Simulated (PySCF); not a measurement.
## Hg2Br2: from a saddle point downhill

PySCF 2.14.0, RKS B3LYP, Hg def2-SVP with ECP60, Br def2-SVP; non-relativistic Hamiltonian with scalar-relativistic core potentials where named; density fitting; no spin-orbit coupling. Relaxed within the symmetry of its start, the geometry (D2h) is

```xyz
4

Hg    0.0000    0.0000    2.0948
Hg    0.0000    0.0000   -2.0948
Br    1.9010    0.0000    0.0000
Br   -1.9010    0.0000    0.0000
```

and its lowest harmonic modes are -79, 57, 72, 95, 121, 140 cm⁻¹ (negative: unstable). It was moved along the lowest mode and relaxed again, within the group C2v that the move left.

(1) Where does it end, and how much lower?

(2) How do the contacts change?

(3) Is the end a minimum?

State: singlet.

## Answers

(1) In C2v, 1.748 eV lower, after 11 steps:
```xyz
4

Hg    0.0000    0.0000    1.1851
Hg    0.0000    0.0000   -3.2746
Br    2.4434    0.0000    1.1971
Br   -2.4434    0.0000    1.1971
```

(2) 
| contact | saddle (Å) | end (Å) |
| --- | --- | --- |
| Hg1–Br3 (Br) | 2.829 | 2.443 |
| Hg1–Br4 (Br) | 2.829 | 2.443 |


(3) Yes, as far as the noise of the softest modes lets one tell (those above −25 cm⁻¹ count as noise); lowest modes -23, 10, 54, 56, 199, 266 cm⁻¹.
